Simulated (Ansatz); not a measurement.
C3H3N, SMILES `N=c1cc1` (charge 0, multiplicity 1).

These are CAM-B3LYP/cc-pVTZ // B3LYP-D3(BJ)/def2-TZVP (Ansatz, a quantum-chemistry and plane-wave program) values and carry that method's errors.

Ansatz 0.2 input:
```yaml
crystal:
  periodic: [false, false, false]
  atoms:
    - { symbol: N, position_ang: [1.355772, -0.645645, -0.889692] }
    - { symbol: C, position_ang: [0.352189, -0.224344, -0.249881] }
    - { symbol: C, position_ang: [-0.933531, -0.493997, 0.300224] }
    - { symbol: C, position_ang: [-0.448588, 0.729593, 0.466349] }
    - { symbol: H, position_ang: [2.056858, 0.085972, -0.995728] }
    - { symbol: H, position_ang: [-1.75927, -1.162308, 0.48861] }
    - { symbol: H, position_ang: [-0.62343, 1.710728, 0.880118] }
basis:
  gaussian: { orbitals: cc-pVTZ }
hamiltonian:
  xc: cam_b3lyp
```

Output:

```
Functional definition: CAM-B3LYP
847 factors; their error is unknown
216 factors; integrals over basis functions are off by at most 1.2e-5 eV
mean field evaluation 1: about -4640.3144 eV, gradient 5.1e1 eV
mean field evaluation 2: about -4639.8327 eV, gradient 5.4e1 eV
mean field evaluation 4: about -4645.6649 eV, gradient 2.2e0 eV
mean field evaluation 8: about -4645.6786 eV, gradient 4.6e-2 eV
mean field evaluation 16: about -4645.6714 eV, gradient 5.7e-5 eV
mean field -4645.67136544 eV, -170.7252737306 hartree, gradient 5.7e-5 eV, S^2 0.000000; 0 other end points of the search recorded, 0 dependent functions left out
reference -4645.67146713 eV, -170.7252774679 hartree; 14, 14 occupied and 148, 148 virtual orbitals, 847 factors
Total energy: -4645.67146713 eV, -170.7252774679 hartree
```
